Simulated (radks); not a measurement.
The numbers below are computed, except where a source is named.
The oxygen ion O+, [He] 2s2 2p3. Level of theory: non-relativistic Kohn-Sham, r2SCAN, spin-polarised, spherical densities, point nucleus; meta-GGA in the generalised Kohn-Sham scheme (a radial shooting solver on a logarithmic mesh with Libxc functionals). Every spin shell is full or empty, so the densities are truly spherical. Functionals are evaluated on that one density, not self-consistently. Rank these exchange functionals by their error against the exact value of the orbitals, and give that value: LDA, PBEsol, revPBE, WC, AM05, B86b, revTPSS, SCAN, Tao-Mo, MVS.

Answer. Exact: -7.90295 hartree. From best to worst, with 100 (|E| - |E exact|)/|E exact| (equal figures are ties): revPBE -0.03, SCAN +0.06, B86b -0.10, revTPSS -0.11, Tao-Mo +0.21, MVS -0.24, WC -2.38, PBEsol -4.45, AM05 -8.59, LDA -10.43.
